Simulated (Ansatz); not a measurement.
C3H6AlBr can be A, `C/C=[C](\[AlH2])Br`, or B, `C=[C](Br)[AlH][CH3]`.

Gas-phase electronic energies from Ansatz, PBE0-D4/def2-TZVP geometries. CCSD(T)/CBS adds triple-zeta CCSD(T) − MP2 to the extrapolated MP2 energy (def2 sets, frozen cores). Functionals use def2-TZVPP. B3LYP here is the variant with VWN-RPA as its local correlation; programs differ in this. For Br outer-core shells are correlated without core-valence functions, which leaves a few kJ/mol of doubt a bond. Scalar relativity is left out up to krypton. One conformer a species, not always the lowest.

Q: Which is lower in electronic energy at CCSD(T)/CBS, and by how much? (Best estimate.)

A: Computed: B, by 8.7 kcal/mol.

Q: Give E(B) − E(A) in kcal/mol with r2SCAN-D4, PBE0-D4, B2PLYP, PBE-D4, MP2/def2-TZVPP, CCSD(T)/def2-TZVPP, B3LYP. (Best estimate.)

A: The calculation gave: r2SCAN-D4 -9.0, PBE0-D4 -7.9, B2PLYP -8.7, PBE-D4 -8.1, MP2/def2-TZVPP -8.6, CCSD(T)/def2-TZVPP -8.5, B3LYP -8.8. None reverses the order clearly.

Largest T1 diagnostic: 0.010.

In def2-TZVPP, CCSD(T) changes the Hartree–Fock value by −0.9 kcal/mol (the triples alone add +0.0 kcal/mol) and MP2 by −1.0 kcal/mol.
